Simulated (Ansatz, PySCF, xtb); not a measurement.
Complex: CH4 (SMILES C) (first 5 atoms) with Si2H6 (SMILES [SiH3][SiH3]); geometry from B3LYP-D3(BJ)/def2-TZVP, rigid monomers moved along the line of their centres of mass till C1···Si7 is 3.54 Å.
(charge 0, multiplicity 1):
```csv
atom,x (Å),y (Å),z (Å)
C,0.0554,-0.1260,0.0464
H,-0.3725,-1.0483,0.4367
H,-0.5348,0.7218,0.3915
H,1.0800,-0.0225,0.3998
H,0.0467,-0.1546,-1.0423
Si,1.0678,0.4331,3.7743
Si,-1.1177,-0.3166,3.3779
H,1.7961,-0.5452,4.6188
H,1.0383,1.7369,4.4815
H,1.8074,0.6023,2.5013
H,-1.1009,-1.6280,2.6868
H,-1.8581,0.6555,2.5385
H,-1.8365,-0.4716,4.6667
```

Monomers are frozen at their geometry in the pair; levels with a basis set take the counterpoise correction. Rows marked so take none.

Frozen-core correlation. Rows in 6-31G* carry no dispersion term and start afresh at each structure (6-31G* with six Cartesian d functions). MP2/6-31G* freezes PySCF's default core.

Codes used: Ansatz (a first-principles code) with Gaussian orbitals; PySCF for 6-31G* rows, the dispersion terms; xtb for the GFN methods. Values without a source in brackets are computed.

```
level                           interaction energy (kcal/mol)
------------------------------  -----------------------------
GFN-FF                                                  -0.65
HF/6-31G* (no counterpoise)                              2.77
PBE/def2-TZVPPD                                          1.10
r2SCAN/def2-TZVPPD                                       0.63
r2SCAN-D3(BJ)/def2-TZVPPD                               -0.02
B3LYP/6-31G* (no counterpoise)                           1.80
wB97X-V/def2-TZVPPD                                     -0.14
MP2/6-31G*                                                ___
CCSD/aug-cc-pV(D+d)Z                                      ___
```

Task: Some entries are withheld; supply them.

Result: 
- MP2/6-31G*, interaction energy (kcal/mol): 1.91
- CCSD/aug-cc-pV(D+d)Z, interaction energy (kcal/mol): 0.71
